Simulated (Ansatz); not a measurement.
Compare A (`NC#C[SiH2][SiH3]`) with its isomer B (`[SiH3]/N=C1\C[SiH2]1`).

Program: Ansatz. Geometries: PBE0-D4/def2-TZVP. ΔE: electronic, gas phase. CCSD(T)/CBS is the MP2 limit (def2-TZVPP, def2-QZVPP) plus CCSD(T) − MP2 in def2-TZVPP, frozen cores. Functionals use def2-TZVPP. B3LYP here is the variant with VWN-RPA as its local correlation; programs differ in this. One conformer a species, not always the lowest.

A:

```xyz
12

N    -1.987   -1.065   -2.307
C    -1.453   -0.560   -1.194
C    -0.974   -0.052   -0.202
Si   -0.181    0.683    1.243
Si    2.138    0.517    0.965
H    -2.948   -1.364   -2.249
H    -1.402   -1.685   -2.846
H    -0.584   -0.024    2.490
H    -0.566    2.113    1.393
H     2.565    1.242   -0.262
H     2.542   -0.909    0.837
H     2.849    1.105    2.133
```

B:

```xyz
12

Si    2.022    0.919    0.414
N     0.879   -0.296    0.956
C    -0.218   -0.483    0.380
C    -1.005    0.063   -0.790
Si   -1.852   -1.322    0.163
H     3.203    0.876    1.307
H     1.415    2.278    0.470
H     2.457    0.648   -0.985
H    -1.360    1.089   -0.691
H    -0.590   -0.138   -1.778
H    -1.946   -2.656   -0.473
H    -3.004   -0.978    1.027
```

(1) Which is lower in electronic energy at CCSD(T)/CBS, and by how much? (Estimate.)

(2) Give E(B) − E(A) in kcal/mol with B3LYP, MP2/def2-TZVPP, PBE-D4, ωB97M-V, B2PLYP, B3LYP-D4, HF/def2-TZVPP. (Estimate.)

Largest T1 diagnostic: 0.014.

## Answers

(1) The calculation gave: A, by 5.7 kcal/mol.

(2) Ansatz gave: B3LYP 7.1, MP2/def2-TZVPP 5.3, PBE-D4 3.9, ωB97M-V 3.6, B2PLYP 6.6, B3LYP-D4 5.7, HF/def2-TZVPP 11.4. None reverses the order clearly.

From PBE to PBE0 (25 % exact exchange), in def2-TZVPP and without D4, E(B) − E(A) moves by +0.8 kcal/mol. The D4 term adds −1.4 kcal/mol with B3LYP and −0.7 kcal/mol with PBE0; it sums over pairs of atoms, weighted by their polarisabilities, and B3LYP, whose exchange is more repulsive, gets the larger term.
